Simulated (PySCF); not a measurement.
# Exercise with solution: oscillator strength and radiative lifetime

(3Z)-3-methylpenta-1,3-diene (C6H10), SMILES C(/C(C)=C\C)=C.

Coordinates come from a PBE-D3(BJ)/def2-SVP optimisation. Other conformers were not sampled.

PySCF with TDA-PBE/def2-SVPD puts the first singlet state with f over 0.02 at 5.53 eV (vertical), with the transition dipole (-0.545, 2.007, 0.000) in atomic units.

Find the oscillator strength, the wavelength and the radiative lifetime that this transition would have in vacuum if emission retraced absorption.


|μ|² = 4.3251 au, so |μ| = 5.29 D. ΔE = 5.53/27.211 = 0.2032 hartree. f = (2/3) ΔE |μ|² = 0.586 (the program prints 0.586).
λ = 1239.84/5.53 = 224 nm; ν = 44602 cm⁻¹.
Einstein's coefficient A = 0.6670 ν² f s⁻¹ (ν in cm⁻¹) = 7.8e8 s⁻¹, so τ = 1/A = 1.3 ns. This state is S1. The figure is the radiative limit of this one transition; relaxation, internal conversion, crossing to triplets and a medium change what is measured.
